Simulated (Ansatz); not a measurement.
Input for Ansatz (a quantum-chemistry and plane-wave program): R-wB97X-V/def2-TZVPPD on HBr (SMILES Br). The basis file is the Basis Set Exchange's JSON of that set.

Ansatz 0.2 input:
```yaml
crystal:
  periodic: [false, false, false]
  atoms:
    - {symbol: Br, position_ang: [-0.00000000, 0.00000000, -0.71240241]}
    - {symbol: H, position_ang: [0.00000000, -0.00000000, 0.71240241]}
basis:
  gaussian:
    orbitals: def2-TZVPPD.json
hamiltonian:
  xc: {name: wB97X-V}
scf: {lower_state_search: off}
```

The log:

```
WARN ansatz: RAYON_NUM_THREADS=4 ignored (pool sized by the plan → 4); use --threads N
Functional definition: wB97X-V
these checks for a lower state are left out or cut short: stability, starts, cluster_reference, orbital_swaps, neighbouring_geometries, increment
integrals: 0.02 GiB planned
515 factors; their error is unknown
integrals: 0.06 GiB planned
102 factors; integrals over basis functions are off by at most 6.0e-5 eV
mean field: 0.32 GiB planned
mean field evaluation 1: about -70055.8459 eV, gradient 8.8e0 eV
mean field evaluation 2: about -70056.0603 eV, gradient 4.0e0 eV
mean field evaluation 4: about -70056.1037 eV, gradient 3.4e-1 eV
mean field evaluation 8: about -70056.3178 eV, gradient 4.0e-3 eV
mean field -70056.31778282 eV, -2574.5221926408 hartree, gradient 1.8e-6 eV, S^2 0.000000; 0 other end points of the search recorded, 0 dependent functions left out
reference -70056.31778102 eV, -2574.5221925747 hartree; 18, 18 occupied and 56, 56 virtual orbitals, 515 factors
Total energy: -70056.31778102 eV, -2574.5221925747 hartree
Checks for a lower state left out: stability, starts, cluster_reference, orbital_swaps, neighbouring_geometries, increment
```

Self-consistency was reached.

Cost: about 1.2 core-seconds (a rough figure).
